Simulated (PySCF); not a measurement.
Spin-orbit coupling and the first ionisation energy along the 4d series

Two-component X2C-1e calculated with PySCF 2.14: MP2 on generalised Hartree-Fock spinors (GMP2), with spin-orbit coupling off and on (screened by Boettger's factors); no Breit or QED terms. Values in eV; the references (NIST) lie between the lowest levels. Elements whose determinants are no pure J levels are left out.

```tsv
element	configurations	spin-free	with spin-orbit	shift	reference
Mo (x2c-TZVPall-2c, [Ar] 3d10 frozen)	[Kr] 4d5 5s1 → [Kr] 4d5	6.985	6.984	-0.001	7.092
Tc (x2c-TZVPall-2c, [Ar] 3d10 frozen)	[Kr] 4d5 5s2 → [Kr] 4d5 5s1	6.641	6.643	0.002	7.119
Ru (x2c-TZVPall-2c, [Ar] 3d10 frozen)	[Kr] 4d7 5s1 → [Kr] 4d7	7.137	7.130	-0.008	7.361
Rh (x2c-TZVPall-2c, [Ar] 3d10 frozen)	[Kr] 4d8 5s1 → [Kr] 4d8	7.170	7.169	0.000	7.459
Pd (x2c-TZVPall-2c, [Ar] 3d10 frozen)	[Kr] 4d10 → [Kr] 4d9	8.262	8.075	-0.187	8.337
Ag (x2c-TZVPall-2c, [Ar] 3d10 frozen)	[Kr] 4d10 5s1 → [Kr] 4d10	7.204	7.206	0.003	7.576
Cd (x2c-TZVPall-2c, [Ar] 3d10 frozen)	[Kr] 4d10 5s2 → [Kr] 4d10 5s1	8.575	8.577	0.002	8.994
```

The largest shift is at Pd, -0.187 eV, where spin-orbit coupling lowers the species with fewer electrons by more than the one with more (starting occupations closed and 4d3/2^4 4d5/2^5).

What remains against the references is mostly the basis and correlation beyond MP2.
